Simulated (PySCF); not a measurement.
PySCF input file for disulfane (H2S2), SMILES SS, EOM-CCSD/aug-cc-pVDZ. Geometry optimised at PBE0-D3(BJ)/def2-TZVP.

```python
import numpy as np
from pyscf import gto, scf, dft, cc
from pyscf.cc import eom_rccsd

mol = gto.M(
    atom='''
    S     1.02066955    0.06784490    0.05513397
    S    -1.02066955   -0.06784484    0.05513403
    H     1.28460162   -0.86248968   -0.88214358
    H    -1.28460162    0.86248882   -0.88214443
    ''',
    basis='aug-cc-pVDZ',
    charge=0,
    spin=0,
    max_memory=1600,
    verbose=4,
)
mf = scf.RHF(mol)
mf.conv_tol = 1e-10
mf.max_cycle = 100
mf.kernel()
mycc = cc.CCSD(mf, frozen=10)
mycc.conv_tol = 1e-8
mycc.kernel()
mycc.solve_lambda()
dip = scf.hf.dip_moment(mol, mycc.make_rdm1(ao_repr=True))
res = {}
for name, solver, nroots, keep in (('singlet', eom_rccsd.EOMEESinglet, 9, 6), ('triplet', eom_rccsd.EOMEETriplet, 6, 3), ('IP', eom_rccsd.EOMIP, 6, 5), ('EA', eom_rccsd.EOMEA, 3, 2)):
    eom = solver(mycc)
    eom.max_cycle, eom.max_space = 200, 40
    e = eom.kernel(nroots=nroots)[0]
    res[name] = (e[:keep] * 27.211386245988, all(eom.converged[:keep]))
    print(name, 'roots / eV', res[name][0].round(3))
```

Log of the run:

```
PySCF version 2.14.0

[INPUT] verbose = 4
[INPUT] num. atoms = 4
[INPUT] num. electrons = 34
[INPUT] charge = 0
[INPUT] spin (= nelec alpha-beta = 2S) = 0
[INPUT] symmetry False subgroup None
[INPUT] Mole.unit = angstrom
[INPUT] Symbol           X                Y                Z      unit          X                Y                Z       unit  Magmom
[INPUT]  1 S      1.020669550000   0.067844900000   0.055133970000 AA    1.928785913183   0.128208279949   0.104188103460 Bohr   0.0
[INPUT]  2 S     -1.020669550000  -0.067844840000   0.055134030000 AA   -1.928785913183  -0.128208166565   0.104188216844 Bohr   0.0
[INPUT]  3 H      1.284601620000  -0.862489680000  -0.882143580000 AA    2.427545240973  -1.629869280464  -1.667009768743 Bohr   0.0
[INPUT]  4 H     -1.284601620000   0.862488820000  -0.882144430000 AA   -2.427545240973   1.629867655299  -1.667011375011 Bohr   0.0

nuclear repulsion = 85.4440483170416
number of shells = 26
number of NR pGTOs = 122
number of NR cGTOs = 72
basis = aug-cc-pVDZ
ecp = {}


******** <class 'pyscf.scf.hf.RHF'> ********
method = RHF
initial guess = minao
damping factor = 0
level_shift factor = 0
DIIS = <class 'pyscf.scf.diis.CDIIS'>
diis_start_cycle = 1
diis_space = 8
diis_damp = 0
SCF conv_tol = 1e-10
SCF conv_tol_grad = None
SCF max_cycles = 100
direct_scf = True
direct_scf_tol = 1e-13
Set gradient conv threshold to 1e-05
Initial guess from minao.
init E= -796.270064810788
  HOMO = -0.284251702880762  LUMO = -0.00978206301269768  gap/eV = 7.46870
cycle= 1 E= -796.204148635245  delta_E= 0.0659  |g|= 0.234  |ddm|= 1.88
  HOMO = -0.393727800659006  LUMO = 0.0307013957664606  gap/eV = 11.54931
cycle= 2 E= -796.227230123662  delta_E= -0.0231  |g|= 0.0711  |ddm|= 0.284
  HOMO = -0.38042735127997  LUMO = 0.0366904994018387  gap/eV = 11.35035
cycle= 3 E= -796.229347789126  delta_E= -0.00212  |g|= 0.0215  |ddm|= 0.0764
  HOMO = -0.383106549263929  LUMO = 0.0365626470868823  gap/eV = 11.41978
cycle= 4 E= -796.229683922759  delta_E= -0.000336  |g|= 0.0043  |ddm|= 0.0329
  HOMO = -0.382940548674324  LUMO = 0.0365680046663783  gap/eV = 11.41541
cycle= 5 E= -796.229700127201  delta_E= -1.62e-05  |g|= 0.001  |ddm|= 0.0084
  HOMO = -0.383218365536143  LUMO = 0.0365532089483276  gap/eV = 11.42257
cycle= 6 E= -796.229701008545  delta_E= -8.81e-07  |g|= 0.000282  |ddm|= 0.00232
  HOMO = -0.383186066561717  LUMO = 0.0365500652226936  gap/eV = 11.42160
cycle= 7 E= -796.229701077234  delta_E= -6.87e-08  |g|= 9.66e-05  |ddm|= 0.000733
  HOMO = -0.383196096178823  LUMO = 0.0365515309912836  gap/eV = 11.42191
cycle= 8 E= -796.229701086386  delta_E= -9.15e-09  |g|= 3.03e-05  |ddm|= 0.000216
  HOMO = -0.383194565502979  LUMO = 0.0365515380321781  gap/eV = 11.42187
cycle= 9 E= -796.229701087855  delta_E= -1.47e-09  |g|= 7.79e-06  |ddm|= 0.000112
  HOMO = -0.383193931956078  LUMO = 0.0365515827089924  gap/eV = 11.42186
cycle= 10 E= -796.22970108795  delta_E= -9.49e-11  |g|= 2.58e-06  |ddm|= 2.72e-05
  HOMO = -0.383194022889241  LUMO = 0.0365515695088678  gap/eV = 11.42186
Extra cycle  E= -796.229701087956  delta_E= -6.37e-12  |g|= 1.41e-06  |ddm|= 5.3e-06
converged SCF energy = -796.229701087956

******** <class 'pyscf.cc.ccsd.CCSD'> ********
CC2 = 0
CCSD nocc = 7, nmo = 62
frozen orbitals 10
max_cycle = 50
direct = 0
conv_tol = 1e-08
conv_tol_normt = 1e-05
diis_space = 6
diis_start_cycle = 0
diis_start_energy_diff = 1e+09
Init t2, MP2 energy = -796.516991824408  E_corr(MP2) -0.287290736451873
Init E_corr(CCSD) = -0.287290736453416
cycle = 1  E_corr(CCSD) = -0.310980987146424  dE = -0.0236902507  norm(t1,t2) = 0.0469572
cycle = 2  E_corr(CCSD) = -0.318259730708424  dE = -0.00727874356  norm(t1,t2) = 0.0154137
cycle = 3  E_corr(CCSD) = -0.320873352789934  dE = -0.00261362208  norm(t1,t2) = 0.00646285
cycle = 4  E_corr(CCSD) = -0.321279897932804  dE = -0.000406545143  norm(t1,t2) = 0.00153117
cycle = 5  E_corr(CCSD) = -0.321197149505654  dE = 8.27484271e-05  norm(t1,t2) = 0.00060485
cycle = 6  E_corr(CCSD) = -0.321188154408382  dE = 8.99509727e-06  norm(t1,t2) = 0.000190405
cycle = 7  E_corr(CCSD) = -0.32119342813714  dE = -5.27372876e-06  norm(t1,t2) = 8.38517e-05
cycle = 8  E_corr(CCSD) = -0.321193741416298  dE = -3.13279158e-07  norm(t1,t2) = 2.53634e-05
cycle = 9  E_corr(CCSD) = -0.321193254274363  dE = 4.87141935e-07  norm(t1,t2) = 1.08878e-05
cycle = 10  E_corr(CCSD) = -0.321193181552332  dE = 7.27220305e-08  norm(t1,t2) = 4.83348e-06
cycle = 11  E_corr(CCSD) = -0.321193056358919  dE = 1.25193413e-07  norm(t1,t2) = 2.19466e-06
cycle = 12  E_corr(CCSD) = -0.321193046094205  dE = 1.02647139e-08  norm(t1,t2) = 7.64987e-07
cycle = 13  E_corr(CCSD) = -0.321193040660255  dE = 5.4339499e-09  norm(t1,t2) = 3.15494e-07
CCSD converged
E(CCSD) = -796.5508941286165  E_corr = -0.3211930406602554
cycle = 1  norm(lambda1,lambda2) = 0.0108241
cycle = 2  norm(lambda1,lambda2) = 0.00249238
cycle = 3  norm(lambda1,lambda2) = 0.00103018
cycle = 4  norm(lambda1,lambda2) = 0.000247668
cycle = 5  norm(lambda1,lambda2) = 9.34029e-05
cycle = 6  norm(lambda1,lambda2) = 3.18242e-05
cycle = 7  norm(lambda1,lambda2) = 1.13228e-05
cycle = 8  norm(lambda1,lambda2) = 4.23321e-06
Dipole moment(X, Y, Z, Debye):  0.00000, -0.00000, -1.18207

******** <class 'pyscf.cc.eom_rccsd.EOMEESinglet'> ********
max_space = 40
max_cycle = 200
conv_tol = 1e-08
partition = None
EOM-CCSD root 0 E = 0.1876613458006913  qpwt = 0.945034  conv = True
EOM-CCSD root 1 E = 0.1877617760709295  qpwt = 0.943186  conv = True
EOM-CCSD root 2 E = 0.2195082125237101  qpwt = 0.949468  conv = True
EOM-CCSD root 3 E = 0.2209222386419887  qpwt = 0.949741  conv = True
EOM-CCSD root 4 E = 0.2541415573175607  qpwt = 0.94295  conv = True
EOM-CCSD root 5 E = 0.2542776647741639  qpwt = 0.944194  conv = True
EOM-CCSD root 6 E = 0.2973679329368485  qpwt = 0.951488  conv = True
EOM-CCSD root 7 E = 0.29781723592374  qpwt = 0.950726  conv = True
EOM-CCSD root 8 E = 0.299716915179772  qpwt = 0.946754  conv = True
singlet roots / eV [5.107 5.109 5.973 6.012 6.916 6.919]

******** <class 'pyscf.cc.eom_rccsd.EOMEETriplet'> ********
max_space = 40
max_cycle = 200
conv_tol = 1e-08
partition = None
EOM-CCSD root 0 E = 0.1632210585391615  qpwt = 0.943492  conv = True
EOM-CCSD root 1 E = 0.1655189473831822  qpwt = 0.942878  conv = True
EOM-CCSD root 2 E = 0.2093341069500929  qpwt = 0.943593  conv = True
EOM-CCSD root 3 E = 0.2099421784450228  qpwt = 0.944261  conv = True
EOM-CCSD root 4 E = 0.2326558157987265  qpwt = 0.941987  conv = True
EOM-CCSD root 5 E = 0.2370197373782688  qpwt = 0.937  conv = True
triplet roots / eV [4.441 4.504 5.696]

******** <class 'pyscf.cc.eom_rccsd.EOMIP'> ********
max_space = 40
max_cycle = 200
conv_tol = 1e-08
partition = None
EOM-CCSD root 0 E = 0.3626503761625811  qpwt = 0.956987  conv = True
EOM-CCSD root 1 E = 0.3638966034520377  qpwt = 0.956537  conv = True
EOM-CCSD root 2 E = 0.4621784911297027  qpwt = 0.951791  conv = True
EOM-CCSD root 3 E = 0.5171144613716178  qpwt = 0.93322  conv = True
EOM-CCSD root 4 E = 0.5690133803042753  qpwt = 0.939197  conv = True
EOM-CCSD root 5 E = 0.6285567067452145  qpwt = 5.4867e-05  conv = True
IP roots / eV [ 9.868  9.902 12.577 14.071 15.484]

******** <class 'pyscf.cc.eom_rccsd.EOMEA'> ********
max_space = 40
max_cycle = 200
conv_tol = 1e-08
partition = None
EOM-CCSD root 0 E = 0.02317850931785558  qpwt = 0.990016  conv = True
EOM-CCSD root 1 E = 0.02562524721336513  qpwt = 0.980488  conv = True
EOM-CCSD root 2 E = 0.05710992636211196  qpwt = 0.98478  conv = True
EA roots / eV [0.631 0.697]
```

The run converged.
